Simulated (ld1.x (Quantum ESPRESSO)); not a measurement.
## calcium: variants of one TM potential

Base potential:

ld1.x (Quantum ESPRESSO) 7.5 input, shortened:

```
&input
   title='Ca', zed=20., rel=1, dft='BLYP', iswitch=3,
   config='[Ar] 3d0 4s1.5 4p0'
 /
 &inputp
   pseudotype=2, tm=.true., lloc=-2, rcloc=1.70,
   nlcc=.false.
 /
3
3S  1  0   2.00   0.00  1.90  1.90  0.0
3P  2  1   6.00   0.00  1.45  1.45  0.0
3D  3  2   0.00   0.00  1.55  1.55  0.0
 &test
   configts(1)='3s2 3p6 3d0 4s1.5 4p0'
 /
```

Occupied shells without a wave of their own: 4s. They enter only through the test configuration that unscreens the potential.

All-electron outer shells of the reference configuration (BLYP, scalar-relativistic, ld1.x):

```
shell  level (eV)  outermost node (bohr)  outermost maximum (bohr)
   2p     -338.13                      –                      0.25
   3s      -50.06                   0.45                      0.99
   3p      -31.03                   0.42                      1.04
   4s       -6.19                   1.42                      3.21
   3d       -4.87                      –                      1.26
   4p       -3.45                   1.61                      4.07
```

Cutoffs, loose and tight: the cutoffs (Ry, on a coarse ladder) from which the occupation-weighted sum of valence levels, in a spherical-Bessel basis at the reference potential, stays within 10 and 1 mRy of its value at 400 Ry. They do not see the model core or the augmentation charge, which bear on the density cutoff. Test errors are all-electron minus pseudo excitation energies from the reference, over the configurations 3s2 3p6 3d0 4s2 4p0; 3s2 3p6 3d0 4s1 4p0; 3s2 3p6 3d0 4s0 4p0; 3s1 3p6 3d0 4s2 4p0; 3s2 3p5 3d0 4s2 4p0; 3s2 3p6 3d1 4s1 4p0; 3s2 3p6 3d1 4s0 4p0. A dash means not determined; rows that change the core or the reference have their own tests.

For the base: The cutoffs count occupied waves only; the empty 3d level needs 60 Ry at the loose tolerance.

On the changes marked as counting shells twice: ld1.x takes every shell without a wave as core, so the model core holds the marked electrons as well and exchange and correlation see them twice. This cancels in the reference configuration, but the file is broken for other ones, and its errors say nothing about a proper core correction.

| change | outcome | cutoff, loose | cutoff, tight | bound ghosts | largest test error (meV) |
| --- | --- | --- | --- | --- | --- |
| base | generated, misses its reference levels by 0.57 eV | 30 Ry | 60 Ry | none | -1422 |
| wave 3d (bound): rc 1.55 bohr becomes 3d (bound): rc 1.62 bohr | generated, misses its reference levels by 0.57 eV | 30 Ry | 60 Ry | none | -1422 |
| reference 3s2 3p6 3d0 4s1 4p1 | generated, misses its reference levels by 0.54 eV | 30 Ry | 60 Ry | none | +1185 |
| wave 3s (bound): rc 1.90 bohr becomes 3s (bound): rc 1.92 bohr | generated, misses its reference levels by 0.57 eV | 30 Ry | 60 Ry | none | -1422 |
| core correction full core density, not smoothed (it rises at the typed radius of 1.52 bohr, so ld1.x skipped the fit) (4s counted twice) | generated, misses its reference levels by 0.57 eV | 30 Ry | 60 Ry | none | -1707 |
| local potential all-electron potential smoothed inside 1.20 bohr (lloc = -2) | generated, misses its reference levels by 0.25 eV | 30 Ry | 60 Ry | none | -625 |
| core [Ar], valence charge 2; reference 3d0.5 4s1.5 4p0; waves now 4s (bound): rc 2.95 bohr; 4p (bound): rc 4.20 bohr; 3d (bound): rc 2.50 bohr; local potential all-electron potential smoothed inside 2.85 bohr (lloc = -2); core correction a·sin(br)/r model core inside 2.50 bohr | generated | 25 Ry | 35 Ry | none | +23 |

Q: What comes out with this change to the base: local potential the s channel?

A: outcome: generated, misses its reference levels by 0.62 eV; cutoff, loose: 30 Ry; cutoff, tight: 60 Ry; bound ghosts: none; largest test error (meV): -1533.

Q: What comes out with this change to the base: wave 3p (bound): rc 1.45 bohr becomes 3p (bound): rc 1.78 bohr?

A: outcome: generated, misses its reference levels by 0.57 eV; cutoff, loose: 30 Ry; cutoff, tight: 55 Ry; bound ghosts: none; largest test error (meV): -1422.
